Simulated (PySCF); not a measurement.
O₂, charge +1, doublet, at a GFN2-xTB geometry (a state made from the parent by changing its charge; the spin is typed, not shown lowest); SVWN5/6-31G** (PySCF).

PySCF was given this input:
```python
from pyscf import gto, scf, dft

mol = gto.Mole()
mol.atom = '''
    O    -0.00000000   -0.00000000   -0.54957278
    O     0.00000000    0.00000000    0.54957278
'''
mol.basis = '6-31g**'
mol.charge = 1
mol.spin = 1
mol.verbose = 4
mol.build()

mf = dft.UKS(mol)
mf.xc = 'lda,vwn'
mf.kernel()
mf.analyze()
```

What the program printed (banner, timings and long lists left out):

```
PySCF version 2.14.0

[INPUT] verbose = 4
[INPUT] num. atoms = 2
[INPUT] num. electrons = 15
[INPUT] charge = 1
[INPUT] spin (= nelec alpha-beta = 2S) = 1
[INPUT] symmetry False subgroup None
[INPUT] Mole.unit = angstrom
[INPUT] Symbol           X                Y                Z      unit          X                Y                Z       unit  Magmom
[INPUT]  1 O      0.000000000000   0.000000000000  -0.549572780000 AA    0.000000000000   0.000000000000  -1.038542039716 Bohr   0.0
[INPUT]  2 O      0.000000000000   0.000000000000   0.549572780000 AA    0.000000000000   0.000000000000   1.038542039716 Bohr   0.0

nuclear repulsion = 30.8124262439635
number of shells = 12
number of NR pGTOs = 54
number of NR cGTOs = 28
basis = 6-31g**
ecp = {}

******** <class 'pyscf.dft.uks.UKS'> ********
method = UKS
initial guess = minao
damping factor = 0
level_shift factor = 0
DIIS = <class 'pyscf.scf.diis.CDIIS'>
diis_start_cycle = 1
diis_space = 8
diis_damp = 0
SCF conv_tol = 1e-09
SCF conv_tol_grad = None
SCF max_cycles = 50
direct_scf = True
direct_scf_tol = 1e-13
number electrons alpha = 8  beta = 7
XC library pyscf.dft.libxc version 7.1.2
    S. Lehtola, C. Steigemann, M. J. T. Oliveira, and M. A. L. Marques,  SoftwareX 7, 1–5 (2018)
XC functionals = lda,vwn
    P. A. M. Dirac,  Math. Proc. Cambridge Philos. Soc. 26, 376 (1930)
    F. Bloch,  Z. Phys. 57, 545 (1929)
    S. H. Vosko, L. Wilk, and M. Nusair,  Can. J. Phys. 58, 1200 (1980)
radial grids:
    Treutler-Ahlrichs [JCP 102, 346 (1995); DOI:10.1063/1.469408] (M4) radial grids

becke partition: Becke, JCP 88, 2547 (1988); DOI:10.1063/1.454033
pruning grids: <function nwchem_prune>
grids dens level: 3
symmetrized grids: False
atomic radii adjust function: <function treutler_atomic_radii_adjust>
small_rho_cutoff = 0
Set gradient conv threshold to 3.16228e-05
tot grids = 28168
init E= -149.718213782586

cycle= 1 E= -148.761628388962  delta_E= 0.957  |g|= 0.294  |ddm|= 1.48
cycle= 2 E= -148.779918000654  delta_E= -0.0183  |g|= 0.204  |ddm|= 1.37
cycle= 3 E= -148.796412155486  delta_E= -0.0165  |g|= 0.044  |ddm|= 1.32
cycle= 4 E= -148.795936977612  delta_E= 0.000475  |g|= 0.0558  |ddm|= 1.31
cycle= 5 E= -148.796551669644  delta_E= -0.000615  |g|= 0.0399  |ddm|= 0.00933
cycle= 6 E= -148.796375918408  delta_E= 0.000176  |g|= 0.045  |ddm|= 1.31
cycle= 7 E= -148.79665020973  delta_E= -0.000274  |g|= 0.0367  |ddm|= 0.00455
cycle= 8 E= -148.795551733958  delta_E= 0.0011  |g|= 0.0636  |ddm|= 1.31
cycle= 9 E= -148.795512417107  delta_E= 3.93e-05  |g|= 0.0644  |ddm|= 0.000819
cycle= 10 E= -148.795608527849  delta_E= -9.61e-05  |g|= 0.0625  |ddm|= 0.00256
cycle= 11 E= -148.794401648083  delta_E= 0.00121  |g|= 0.0829  |ddm|= 0.0112
cycle= 12 E= -148.794333055267  delta_E= 6.86e-05  |g|= 0.0839  |ddm|= 0.000589
cycle= 13 E= -148.794952969056  delta_E= -0.00062  |g|= 0.0743  |ddm|= 0.00529
cycle= 14 E= -148.794593168295  delta_E= 0.00036  |g|= 0.08  |ddm|= 0.00357
cycle= 15 E= -148.795627333127  delta_E= -0.00103  |g|= 0.0621  |ddm|= 1.31
cycle= 16 E= -148.795444778325  delta_E= 0.000183  |g|= 0.0656  |ddm|= 0.00315
cycle= 17 E= -148.795773552685  delta_E= -0.000329  |g|= 0.0592  |ddm|= 0.00936

cycle= 18 E= -148.790659195379  delta_E= 0.00511  |g|= 0.127  |ddm|= 1.32

cycle= 19 E= -148.790888811839  delta_E= -0.00023  |g|= 0.125  |ddm|= 0.00401

cycle= 20 E= -148.791495121358  delta_E= -0.000606  |g|= 0.118  |ddm|= 0.00423

cycle= 21 E= -148.791459829964  delta_E= 3.53e-05  |g|= 0.119  |ddm|= 0.000212

cycle= 22 E= -148.791765936562  delta_E= -0.000306  |g|= 0.116  |ddm|= 0.00184
cycle= 23 E= -148.793104470321  delta_E= -0.00134  |g|=  0.1  |ddm|= 0.0104
cycle= 24 E= -148.796528224489  delta_E= -0.00342  |g|= 0.0406  |ddm|= 1.31
cycle= 25 E= -148.796401603539  delta_E= 0.000127  |g|= 0.0442  |ddm|= 1.31
cycle= 26 E= -148.795569996925  delta_E= 0.000832  |g|= 0.0633  |ddm|= 1.31
cycle= 27 E= -148.795136719978  delta_E= 0.000433  |g|= 0.0712  |ddm|= 0.117
cycle= 28 E= -148.796064386763  delta_E= -0.000928  |g|= 0.0528  |ddm|=  1.3
cycle= 29 E= -148.796615489695  delta_E= -0.000551  |g|= 0.0378  |ddm|= 0.282
cycle= 30 E= -148.796153123187  delta_E= 0.000462  |g|= 0.0507  |ddm|= 0.275
cycle= 31 E= -148.796072690154  delta_E= 8.04e-05  |g|= 0.0526  |ddm|= 0.0224
cycle= 32 E= -148.796210516888  delta_E= -0.000138  |g|= 0.0493  |ddm|= 0.236
cycle= 33 E= -148.795576936135  delta_E= 0.000634  |g|= 0.0631  |ddm|= 1.19
cycle= 34 E= -148.795322234455  delta_E= 0.000255  |g|= 0.0679  |ddm|= 0.119
cycle= 35 E= -148.795768486796  delta_E= -0.000446  |g|= 0.0593  |ddm|= 0.0088
cycle= 36 E= -148.796106584021  delta_E= -0.000338  |g|= 0.0518  |ddm|= 0.0354
cycle= 37 E= -148.796248137543  delta_E= -0.000142  |g|= 0.0483  |ddm|= 1.31
cycle= 38 E= -148.794905108725  delta_E= 0.00134  |g|= 0.0751  |ddm|= 0.0482

cycle= 39 E= -148.787855018304  delta_E= 0.00705  |g|= 0.151  |ddm|= 0.0435
cycle= 40 E= -148.795125491804  delta_E= -0.00727  |g|= 0.0714  |ddm|= 1.32
cycle= 41 E= -148.796083774618  delta_E= -0.000958  |g|= 0.0523  |ddm|= 0.111
cycle= 42 E= -148.794902076377  delta_E= 0.00118  |g|= 0.0751  |ddm|= 0.0821
cycle= 43 E= -148.795547713672  delta_E= -0.000646  |g|= 0.0637  |ddm|= 0.00709
cycle= 44 E= -148.794339176566  delta_E= 0.00121  |g|= 0.0838  |ddm|= 0.013
cycle= 45 E= -148.796605638068  delta_E= -0.00227  |g|= 0.0382  |ddm|= 0.257
cycle= 46 E= -148.794768081062  delta_E= 0.00184  |g|= 0.0773  |ddm|= 1.31
cycle= 47 E= -148.794878316468  delta_E= -0.00011  |g|= 0.0755  |ddm|= 0.00999
cycle= 48 E= -148.795419268657  delta_E= -0.000541  |g|= 0.0661  |ddm|= 0.0688
cycle= 49 E= -148.794953326658  delta_E= 0.000466  |g|= 0.0743  |ddm|= 0.0375

cycle= 50 E= -148.791888630638  delta_E= 0.00306  |g|= 0.114  |ddm|= 1.28
SCF not converged.
SCF energy = -148.791888630638 after 50 cycles  <S^2> = 0.75145106  2S+1 = 2.0014505
**** SCF Summaries ****
Total Energy =                        -148.791888630638397
Nuclear Repulsion Energy =              30.812426243963539
One-electron Energy =                 -259.154676654363016
Two-electron Energy =                   79.550361779761090
Two-electron Coulomb Energy =           95.089236348978517
DFT Exchange-Correlation Energy =      -15.538874569217427
**** MO energy ****
                             alpha | beta                alpha | beta
MO #1   energy= -19.2969321194688  | -19.2808389862189  occ= 1 | 1
MO #2   energy= -19.29678438362    | -19.2807214577654  occ= 1 | 1
MO #3   energy= -1.79112967918949  | -1.76745906137368  occ= 1 | 1
MO #4   energy= -1.15455480692027  | -1.12219178920548  occ= 1 | 1
MO #5   energy= -1.00606093843214  | -1.0088620704791   occ= 1 | 1
MO #6   energy= -0.988370467232425 | -0.935591336813466 occ= 1 | 1
MO #7   energy= -0.959594100614213 | -0.915493541336049 occ= 1 | 1
MO #8   energy= -0.666175922490539 | -0.669177804315808 occ= 1 | 0
MO #9   energy= -0.656313194418014 | -0.568981941827209 occ= 0 | 0
MO #10  energy= -0.141098578758469 | -0.117258545103    occ= 0 | 0
MO #11  energy= 0.309964044072384  | 0.307680567288662  occ= 0 | 0
MO #12  energy= 0.319775504761006  | 0.350931097603619  occ= 0 | 0
MO #13  energy= 0.338538326566806  | 0.363913098405771  occ= 0 | 0
MO #14  energy= 0.361523087946812  | 0.369467170380507  occ= 0 | 0
MO #15  energy= 0.42990117747787   | 0.44771555589578   occ= 0 | 0
MO #16  energy= 0.473004947297057  | 0.470621766488383  occ= 0 | 0

To work with the spin densities directly, `use mulliken_meta_spin()` only printing them here.

 ** Mulliken spin pop alpha/beta on meta-lowdin orthogonal AOs **
 ** Mulliken Spin Density (per AO)  **
spin_pop of  0 O 1s       -0.00000
spin_pop of  0 O 2s        0.00341
spin_pop of  0 O 3s        0.00003
spin_pop of  0 O 2px       0.49965
spin_pop of  0 O 2py      -0.00252
spin_pop of  0 O 2pz      -0.00383
spin_pop of  0 O 3px       0.00032
spin_pop of  0 O 3py       0.00292
spin_pop of  0 O 3pz       0.00075
spin_pop of  0 O 3dxy     -0.00000
spin_pop of  0 O 3dyz     -0.00051
spin_pop of  0 O 3dz^2     0.00001
spin_pop of  0 O 3dxz      0.00002
spin_pop of  0 O 3dx2-y2   -0.00038
spin_pop of  1 O 1s       -0.00000
spin_pop of  1 O 2s        0.00342
spin_pop of  1 O 3s        0.00003
spin_pop of  1 O 2px       0.49968
spin_pop of  1 O 2py      -0.00231
spin_pop of  1 O 2pz      -0.00380
spin_pop of  1 O 3px       0.00032
spin_pop of  1 O 3py       0.00293
spin_pop of  1 O 3pz       0.00075
spin_pop of  1 O 3dxy     -0.00000
spin_pop of  1 O 3dyz     -0.00051
spin_pop of  1 O 3dz^2     0.00001
spin_pop of  1 O 3dxz      0.00002
spin_pop of  1 O 3dx2-y2   -0.00038
 ** Mulliken Spin Density (per atom)  **
spin density of  0 O =      0.49985
spin density of  1 O =      0.50015
 ** Mulliken pop alpha/beta on meta-lowdin orthogonal AOs **
 ** Mulliken pop       alpha | beta **
pop of  0 O 1s        0.99995 | 0.99995
pop of  0 O 2s        0.86892 | 0.86551
pop of  0 O 3s        0.00608 | 0.00606
pop of  0 O 2px       0.98994 | 0.49028
pop of  0 O 2py       0.48988 | 0.49241
pop of  0 O 2pz       0.60644 | 0.61028
pop of  0 O 3px       0.00709 | 0.00677
pop of  0 O 3py       0.00744 | 0.00452
pop of  0 O 3pz       0.01271 | 0.01196
pop of  0 O 3dxy      0.00000 | 0.00000
pop of  0 O 3dyz      0.00258 | 0.00309
pop of  0 O 3dz^2     0.00586 | 0.00585
pop of  0 O 3dxz      0.00298 | 0.00296
pop of  0 O 3dx2-y2    0.00002 | 0.00040
pop of  1 O 1s        0.99995 | 0.99995
pop of  1 O 2s        0.86892 | 0.86550
pop of  1 O 3s        0.00608 | 0.00606
pop of  1 O 2px       0.98993 | 0.49025
pop of  1 O 2py       0.49007 | 0.49238
pop of  1 O 2pz       0.60647 | 0.61027
pop of  1 O 3px       0.00709 | 0.00677
pop of  1 O 3py       0.00744 | 0.00452
pop of  1 O 3pz       0.01271 | 0.01196
pop of  1 O 3dxy      0.00000 | 0.00000
pop of  1 O 3dyz      0.00258 | 0.00309
pop of  1 O 3dz^2     0.00586 | 0.00585
pop of  1 O 3dxz      0.00298 | 0.00296
pop of  1 O 3dx2-y2    0.00002 | 0.00040
In total             8.00000 | 7.00000
 ** Mulliken atomic charges   ( Nelec_alpha | Nelec_beta ) **
charge of  0O =      0.50008  (     3.99989      3.50003 )
charge of  1O =      0.49992  (     4.00011      3.49997 )

WARN: System has nonzero charge 1; the dipole moment is origin-dependent.
Location of origin: [0. 0. 0.]

Dipole moment(X, Y, Z, Debye): -0.00000,  0.00000, -0.00043
```

The run did not converge; its last values are not results.
